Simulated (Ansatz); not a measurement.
`[F][In]([F])[SeH]` + NH₃ → `[NH2][In]([F])[F]` + H₂Se at 600 K and 1 bar (ligand exchange at the In–Se bond).

Program: Ansatz. Geometries: PBE0-D4/def2-TZVP. ΔE: electronic, gas phase. CBS: MP2 limit from def2 TZ/QZ plus the TZ coupled-cluster correction, frozen cores. This one scheme is used for every species. def2 core potentials past Kr. For In, Se outer-core shells are correlated without core-valence functions, which leaves a few kJ/mol of doubt a bond. Scalar relativity is left out up to krypton. Each species was taken in one conformer, which may not be the lowest.

```csv
species,CCSD(T)/CBS energy (Eh),H − E (kJ/mol),S (J/(mol·K))
`[F][In]([F])[SeH]`,-2790.80080,77.5,422.4
NH₃,-56.50880,112.4,219.5
`[NH2][In]([F])[F]`,-445.37255,122.8,402.5
H₂Se,-2401.89790,57.0,244.8
```

H − E and S are ideal-gas, rigid-rotor, harmonic terms from PBE0-D4/def2-TZVP, for one conformer and one mirror image of each species. 1 Eh = 2625.50 kJ/mol, R = 8.31446 J/(mol·K).

By hand: ΔE, ΔH, ΔS and ΔG.

ΔE = (-445.37255) + (-2401.89790) − (-2790.80080) − (-56.50880) = 0.03915 Eh = 102.8 kJ/mol. Δ(H − E) = 122.8 + 57.0 − 77.5 − 112.4 = -10.1, so ΔH = 92.7 kJ/mol. ΔS = 402.5 + 244.8 − 422.4 − 219.5 = 5.4 J/(mol·K). ΔG = 92.7 − 600 × (5.4)/1000 = 89.5 kJ/mol.

By hand: the equilibrium constant, and the temperature at which ΔG would vanish if ΔH and ΔS stayed fixed.

log₁₀ K = −ΔG/(RT ln 10) = -7.8. ΔG = 0 at ΔH/ΔS = 17167 K, far beyond where these terms or the molecules hold.

The number of gas molecules stays the same, so ΔS is small and ΔH decides. A doubt of 5 kJ/mol in ΔE shifts log₁₀ K by 0.4 here. Other conformers and mirror images would add mixing entropy, several J/(mol·K) or more a flexible species. These are equilibria of isolated gas molecules and say nothing of rates. Largest T1 diagnostic: 0.016 (customary marks: 0.02 for closed shells, 0.045 for open ones).
